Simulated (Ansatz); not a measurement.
Two members of one family (Series SnH3X), computed with Ansatz in the gas phase; def2 core potentials for Sn, no spin–orbit coupling. The two geometries come from different levels. Binding counts from free atoms in the multiplicity of their measured ground term, without zero-point energy. A dash marks a value that wasn't run or was left out as unsound. The structures are stationary points that may keep the symmetry of their start.

First: SnEtH3 (singlet, charge 0, PBE0-D4/def2-SVP geometry).

```
atom   x (Å)   y (Å)   z (Å)
 Sn1  -0.122  -1.512   0.575
  C2   0.561   0.217  -0.531
  C3  -0.249   1.476  -0.258
  H4   0.532  -0.053  -1.598
  H5   1.623   0.362  -0.274
  H6   0.130   2.334  -0.837
  H7  -1.310   1.347  -0.526
  H8  -0.216   1.764   0.805
  H9  -1.781  -1.800   0.232
 H10   0.046  -1.230   2.261
 H11   0.787  -2.906   0.150
```

| level | HOMO (eV) | LUMO (eV) | gap (eV) | vertical IE (eV) | vertical triplet (eV) | binding per atom (eV) |
| --- | --- | --- | --- | --- | --- | --- |
| PBE-D4/def2-SVP | -6.61 | -0.02 | 6.58 | – | – | 3.38 |
| PBE-D4/def2-TZVP | -6.65 | -0.41 | 6.24 | 9.63 | 5.93 | 3.37 |
| BLYP-D4/def2-TZVP | -6.54 | -0.38 | 6.16 | – | – | 3.32 |
| r2SCAN-D4/def2-TZVP | -6.88 | 0.05 | 6.93 | 9.64 | 6.03 | 3.35 |
| B97M-V/def2-TZVP | -6.96 | -0.32 | 6.64 | – | – | 3.38 |

Second: Sn(eta1-allyl)H3 (singlet, charge 0, PBE-D4/def2-SVP geometry).

Cartesian coordinates in Å:
```
Sn 1.610 -0.452 -0.955
C 0.421 0.306 0.735
C -0.960 0.653 0.295
C -2.071 -0.074 0.533
H 0.976 1.187 1.120
H 0.431 -0.486 1.511
H -1.056 1.580 -0.301
H -2.034 -1.008 1.119
H -3.054 0.241 0.152
H 1.524 0.683 -2.258
H 0.947 -1.966 -1.465
H 3.266 -0.664 -0.488
```

**Question.** What does the change do? Estimate second minus first.

**Answer.** 
| level | Δ HOMO (eV) | Δ LUMO (eV) | Δ gap (eV) | Δ vertical IE (eV) | Δ vertical triplet (eV) | Δ binding per atom (eV) |
| --- | --- | --- | --- | --- | --- | --- |
| PBE-D4/def2-SVP | 0.89 | -0.94 | -1.83 | – | – | 0.31 |
| PBE-D4/def2-TZVP | 0.85 | -0.77 | -1.62 | -0.99 | -2.01 | 0.30 |
| BLYP-D4/def2-TZVP | 0.88 | -0.72 | -1.59 | – | – | 0.28 |
| r2SCAN-D4/def2-TZVP | 0.91 | -0.99 | -1.89 | -1.05 | -2.31 | 0.27 |
| B97M-V/def2-TZVP | 0.96 | -0.63 | -1.59 | – | – | 0.26 |
